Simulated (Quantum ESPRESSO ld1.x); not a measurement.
The numbers below are computed, except where a source is named.
Q: Radial electron density D(r) = 4 pi r^2 rho(r) of an atom or ion with 36 electrons. Level of theory: non-relativistic Kohn-Sham, LDA (Slater exchange, Perdew-Zunger correlation), spin-polarised, spherical densities, point nucleus (ld1.x of Quantum ESPRESSO 7.5).

```
   r/bohr * D(r) (the largest magnitude, 51.9, reaches the edge; | marks zero)
 0.003583 |   *
 0.004666 |      *
 0.006124 |         *
 0.008038 |               *
  0.01047 |                     *
  0.01374 |                             *
  0.01789 |                                     *
  0.02348 |                                            *
  0.03082 |                                              *
  0.04013 |                                           *
  0.05268 |                                       *
   0.0686 |                                      *
  0.09004 |                                             *
   0.1182 |                                                      *
   0.1539 |                                                     *
    0.202 |                                        *
   0.2651 |                               *
   0.3452 |                                  *
   0.4532 |                                      *
   0.5901 |                             *
   0.7745 |              *
    1.017 |      *
    1.324 |     *
    1.738 |    *
    2.281 |  *
     2.97 |*
    3.898 *
    5.076 *
    6.662 *
```

What is the nuclear charge?

A: Z = 36. The innermost maximum, from 1s, lies near 1/Z = 0.0278 bohr (found: 0.0303), and its height grows with Z. The density is that of neutral krypton in [Kr]; the configuration itself is not fixed sharply by these data, and Z only to about a unit. D(r) has 3 maxima, at r = 0.0303, 0.132, 0.432 bohr, and minima at 0.0618, 0.278 bohr, inside which lie 2.08, 11.11 electrons.
